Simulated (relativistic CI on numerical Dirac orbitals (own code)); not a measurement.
Tc⁺: resonant inelastic scattering at the L2,3 edge

Computed with this model: Dirac-Coulomb-Breit CI, orbitals from a KLI potential per configuration, model QED (radiative potential, 1s self-energy scaled to tabulated hydrogen-like ionisation energies), Kramers-Heisenberg scattering through one core-hole configuration in a parametric crystal field, unscaled Slater integrals; configurations [Kr] 4d6 → [He] 2s2 2p5 3s2 3p6 3d10 4s2 4p6 4d7; 300 K; core-hole width 1.6 eV; summed over polarisations. Incident energies are the highest absorption maxima for each field (at most a few, so the weaker spin-orbit partner edge can be absent), on the computed scale of the free ion. Intensities are in per cent of the strongest line above 0.02 eV; levels within 1 cm⁻¹ are merged; final levels count from the ground level, the first row holds all elastic scattering, lines under 0.4 are left out and each table stops after 24 rows. The scale of the Slater integrals is a model choice and moves the terms in proportion. The configuration is assumed, with all valence electrons in the open shell; the free ion's ground configuration is another.

Field parameters in Wybourne normalisation: D4h B²₀ = −7Ds, B⁴₀ = 21(Dq − Dt), B⁴₄ = 21√(5/14) Dq. The field is a parameter set, without covalency.

S is read from ⟨S²⟩ = S(S + 1).

D4h, 10Dq = 8250, Ds = -1500, Dt = -160 cm⁻¹:

| Final level (eV) | Degeneracy | Irrep | S | 2678.9 eV | 2794.8 eV | 2795.7 eV |
| --- | --- | --- | --- | --- | --- | --- |
| 0.000 | 1 | A1 | 1.99 | 1850.7 | 233.1 | 238.8 |
| 0.000 | 1 | A2 | 1.99 | 33.6 | 8.0 | 9.0 |
| 0.009 | 2 | E | 1.99 | 97.2 | 36.2 | 35.2 |
| 0.011 | 1 | B2 | 2.00 | 52.7 | 19.8 | 19.6 |
| 0.436 | 2 | E | 2.00 | 60.5 | 56.0 | 22.6 |
| 0.444 | 1 | B1 | 1.99 | 22.5 | 18.5 | 8.7 |
| 0.455 | 1 | B2 | 1.99 | 21.3 | 13.6 | 6.6 |
| 0.465 | 2 | E | 1.99 | 40.7 | 23.1 | 13.2 |
| 0.472 | 1 | A1 | 1.97 | 21.5 | 9.8 | 6.3 |
| 0.495 | 1 | A2 | 1.99 | 26.2 | 12.4 | 9.0 |
| 0.505 | 2 | E | 1.98 | 59.6 | 16.6 | 14.5 |
| 0.885 | 1 | A1 | 0.79 | 20.4 | 14.0 | 4.9 |
| 0.958 | 1 | A2 | 1.05 | 27.6 | 18.6 | 6.5 |
| 0.974 | 1 | A1 | 0.85 | 5.8 | 7.7 | 3.5 |
| 0.982 | 2 | E | 1.02 | 16.6 | 16.0 | 7.7 |
| 1.035 | 1 | B1 | 1.07 | 5.5 | 3.6 | 1.2 |
| 1.038 | 1 | A1 | 1.98 | 69.2 | 7.2 | 16.4 |
| 1.040 | 2 | E | 1.99 | 84.5 | 9.0 | 15.4 |
| 1.041 | 2 | A2+B1 | 1.96 | 100.0 | 11.6 | 22.3 |
| 1.042 | 1 | B2 | 1.01 | 5.6 | 8.1 | 2.9 |
| 1.120 | 2 | E | 1.04 | 5.4 | 9.1 | 5.5 |
| 1.226 | 1 | A1 | 0.74 | 3.4 | 5.1 | 1.8 |
| 1.619 | 1 | B1 | 1.01 | 10.4 | 21.3 | 8.1 |
| 1.624 | 1 | B2 | 1.00 | 8.2 | 17.4 | 6.8 |

D4h, 10Dq = 8250, Ds = -860, Dt = -160 cm⁻¹:

```tsv
Final level (eV)	Degeneracy	Irrep	S	2678.7 eV	2794.7 eV	2795.4 eV
0.000	1	A1	1.99	2443.1	319.7	311.2
0.001	1	A2	1.99	44.0	11.1	11.9
0.005	2	E	1.99	144.6	45.3	46.0
0.006	1	B2	2.00	82.0	26.8	26.6
0.202	2	E	2.00	76.4	73.1	35.9
0.209	1	B1	1.99	31.0	26.4	14.2
0.224	1	B2	1.99	38.4	20.2	13.0
0.232	2	E	1.99	72.4	36.9	24.9
0.239	1	A1	1.98	35.2	15.4	10.9
0.260	1	A2	1.99	45.9	19.6	15.6
0.270	2	E	1.98	88.8	26.3	21.9
0.786	1	A1	0.49	9.6	7.2	3.7
0.899	1	A1	1.01	16.0	16.0	7.6
0.929	2	E	1.02	11.7	15.6	10.0
0.984	1	A2	1.07	33.6	21.9	9.7
1.020	1	B1	1.03	4.3	5.6	2.6
1.029	1	B2	1.01	7.7	11.2	5.8
1.038	1	A1	1.97	70.8	7.1	14.2
1.038	2	E	1.86	86.0	11.3	14.5
1.041	1	B1	1.98	41.9	5.3	7.0
1.042	1	A2	1.95	68.8	8.8	16.0
1.048	2	E	1.22	29.0	15.0	11.7
1.144	1	A1	0.83	10.7	9.3	4.8
1.437	1	B1	1.02	18.6	27.0	12.2
```

For the first field the strongest loss at the lowest incident energy is the level at 1.04 eV (S = 1.96, against 1.99 in the thermal ground state). Levels of other spin, the first over 8 % at 0.88 eV, appear because spin-orbit coupling of the core hole, and in heavier ions of the valence shell too, mixes spins.
